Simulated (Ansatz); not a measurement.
One group Y is varied and pulled off as a radical: Y-Sb(OH)2. Gas-phase values, no solvent. Each species was relaxed from one start; no search for lower structures was made at this level. In the def2 sets, heavy atoms carry core potentials. Strings in code marks are SMILES.

Method: CAM-B3LYP-D3(BJ)/def2-TZVP // B3LYP-D3(BJ)/def2-SVP run with Ansatz (a program for electronic structure). All candidates: neutral, multiplicity 1. 

| Property | Result |
|---|---|
| HOMO | -8.37 eV |
| HOMO–LUMO gap | 8.50 eV |
| LUMO | 0.13 eV |

Say which member has these values.
A. `[OH][Sb]([OH])[CH2]C(F)(F)F`
B. `[OH][Sb]([OH])[C](F)(F)F` (H–O–Sb–O torsion 53°, O–Sb–O–H torsion 98°)
C. `[OH][Sb]([OH])[CH]1CCCC1`
D. `CCC[CH2][Sb]([OH])[OH]`

D, `CCC[CH2][Sb]([OH])[OH]`. The others give `[OH][Sb]([OH])[CH2]C(F)(F)F`: -9.22 eV, 9.04 eV, -0.18 eV; `[OH][Sb]([OH])[CH]1CCCC1`: -8.15 eV, 8.20 eV, 0.05 eV; `[OH][Sb]([OH])[C](F)(F)F` (H–O–Sb–O torsion 53°, O–Sb–O–H torsion 98°): -9.56 eV, 8.90 eV, -0.66 eV
